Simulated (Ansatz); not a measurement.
Relaxation of Cl$_{2}$FGeH (5 atoms, charge 0, multiplicity 1), to a largest force component of 0.02 eV/Å in at most 40 steps.

Theory: RKS PBE0-D4/def2-SVP in Ansatz.

```xyz
5
Properties=species:S:1:pos:R:3
Ge 0.000 0.000 0.000
H 0.000 0.000 1.550
Cl 2.094 0.000 -0.739
Cl -1.046 1.812 -0.739
F -0.791 -1.371 -0.559
```

Problem. Where does it end, and by what steps?

Solution. It converged. After 3 steps the energy has fallen by 0.186 eV; Cl3 moved furthest, 0.08 Å.

| step | energy less start (eV) | largest force component (eV/Å) | accepted |
| --- | --- | --- | --- |
| 0 | 0.0000 | 2.338 | yes |
| 1 | -0.1706 | 0.767 | yes |
| 2 | -0.1859 | 0.106 | yes |
| 3 | -0.1863 | 0.013 | yes |

```xyz
5
Properties=species:S:1:pos:R:3
Ge 0.025 0.043 0.029
H 0.000 -0.001 1.552
Cl 2.009 0.006 -0.740
Cl -0.999 1.743 -0.741
F -0.779 -1.351 -0.588
```

Whether the end is a true minimum wasn't checked by a vibrational analysis.

Run time: 18 s on 1 thread of Arm Neoverse V1, with other jobs on the host, peak memory 0.19 GiB.
